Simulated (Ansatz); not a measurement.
Total energies of C₂HCl₂In, SMILES `C#[C][In]([Cl])[Cl]`.

```xyz
6

C     0.8025   -0.1369   -1.9021
C     0.3349   -0.0562   -0.7930
In   -0.4620    0.0792    1.0952
Cl    0.3682   -1.1035    2.8863
Cl   -2.2597    1.4257    1.5966
H     1.2160   -0.2084   -2.8830
```

Charge 0, multiplicity 1. Correlated methods include outer-core shells of In, which these sets cover unevenly. In takes the def2 core potential. The structure was optimised at the PBE0-D4/def2-TZVP level. Basis def2-TZVPP, Ansatz.

RPA on PBE orbitals: Hartree–Fock energy of these orbitals -1184.57333 Eh, correlation -1.45338 Eh (frozen core).

```csv
functional,energy without D4 (Eh),D4 term (kJ/mol)
LDA (SPW92),-1183.43441,–
revPBE,-1187.29781,-36.6
BLYP,-1187.36447,-33.4
r2SCAN,-1187.40400,-3.9
PBE0,-1187.04009,-14.1
B3LYP,-1187.53586,-26.5
r2SCAN0,-1187.35312,-4.8
HSE06 (plane-wave form),-1187.01929,-13.6
BHLYP,-1187.31619,-25.4
CAM-B3LYP,-1187.40225,-15.0
LC-ωPBE,-1187.15165,–
ωB97X-V,-1187.25975,–
ωB97M-V,-1187.32257,–
PBE-QIDH,-1186.65942,–
```

Q: Give the same for PBE, B97M-V, r2SCANh, B2PLYP. (An estimate is asked.)

A: The calculation gave: 
```tsv
functional	energy without D4 (Eh)	D4 term (kJ/mol)
PBE	-1186.96278	-16.2
B97M-V	-1187.20775	–
r2SCANh	-1187.38309	-4.3
B2PLYP	-1186.90601	–
```

B3LYP takes the VWN-RPA correlation (the form of Gaussian; ORCA's B3LYP/G). HSE06 is the plane-wave form, built on full-range PBE exchange. The double hybrids freeze the cores in their second-order part.

LC-ωPBE has ω = 0.4 bohr⁻¹.
